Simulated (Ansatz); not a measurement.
F2H4OSSi2 (`O[SiH](F)S[SiH2]F`), relaxed with RKS PBE-D4/def2-SVP in the Gaussian-basis code of Ansatz from a rough embedded geometry. The force threshold is 0.03 eV/Å; the program also tests the step.

Total charge 0; spin multiplicity 1.

Start:

```xyz
10

O     0.806    0.749    2.494
Si    0.412   -0.083    1.095
F    -0.593   -1.305    1.558
S    -0.561    1.275   -0.129
Si   -0.410   -0.021   -1.829
F    -1.318   -1.348   -1.541
H     0.010    1.122    2.909
H     1.646   -0.656    0.515
H     0.996   -0.374   -2.100
H    -0.988    0.642   -2.974
```

(1) How much energy does the relaxation release, and in how many steps? (An estimate is asked.)

(2) Which bonds change most? (Best estimate.)

(3) Give the relaxed structure. (An estimate is asked.)

## Answers

(1) The calculation gave: 0.36 eV, in 41 steps, 3 of them rejected.

(2) Ansatz gave: Si2–S4 from 2.071 to 2.171 Å; Si5–H10 from 1.444 to 1.496 Å; Si5–F6 from 1.633 to 1.660 Å; O1–Si2 from 1.675 to 1.653 Å.

(3) Ansatz gave: 
```xyz
10

O    -0.287    0.339    2.038
Si    1.066    0.068    1.128
F     1.207   -1.529    0.797
S     0.990    1.087   -0.789
Si   -0.682   -0.004   -1.568
F    -1.814   -0.119   -0.359
H    -1.121    0.225    1.537
H     2.260    0.542    1.875
H    -0.362   -1.408   -1.968
H    -1.257    0.799   -2.691
```
